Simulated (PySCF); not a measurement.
A GIAO shielding run with PySCF (density fitting, non-relativistic, gas phase) on SMILES CC#CC[Si]([SiH3])([SiH3])CF, C$_{5}$H$_{13}$FSi$_{3}$:

```
$ OMP_NUM_THREADS=1 python probes_run.py task.json out

{"job": {"kind": "nmr", "xc": "PBE0", "basis": "pcSseg-1"}, "charge": 0, "multiplicity": 1}
C      3.657538     0.909010    -1.150077
C      2.586540     0.186283    -0.496059
C      1.713293    -0.427376     0.050216
C      0.629851    -1.131348     0.692298
Si    -1.060236    -0.260986     0.332217
Si    -1.058368     1.814453     1.402227
Si    -1.520096    -0.439411    -1.952572
C     -2.329284    -1.389322     1.276235
F     -2.401283    -2.629247     0.665692
H      3.514223     0.890128    -2.230547
H      3.667473     1.945938    -0.814094
H      4.619985     0.453950    -0.915251
H      0.607568    -2.161773     0.327128
H      0.822209    -1.173581     1.768483
H     -0.158862     1.901596     2.557211
H     -0.643102     2.864535     0.470807
H     -2.388424     2.188588     1.895906
H     -0.297262    -0.667922    -2.726932
H     -2.110218     0.815077    -2.438057
H     -2.460892    -1.509527    -2.289681
H     -3.342705    -0.981115     1.255990
H     -2.058358    -1.579348     2.318009
```

Hardware: 1 thread of an Arm Neoverse N1, shared host. The job also computes population analyses, field gradients.

(1) How large is the calculation?

(2) How long does it take, and how much memory does it need?

Answers

(1) 94 electrons, 239 basis functions and 1309 auxiliary functions.

(2) 90 s of wall time, with 14 SCF cycles and 4 response iterations; peak memory 1.1 GiB. Times on a shared host scatter by some tens of per cent.
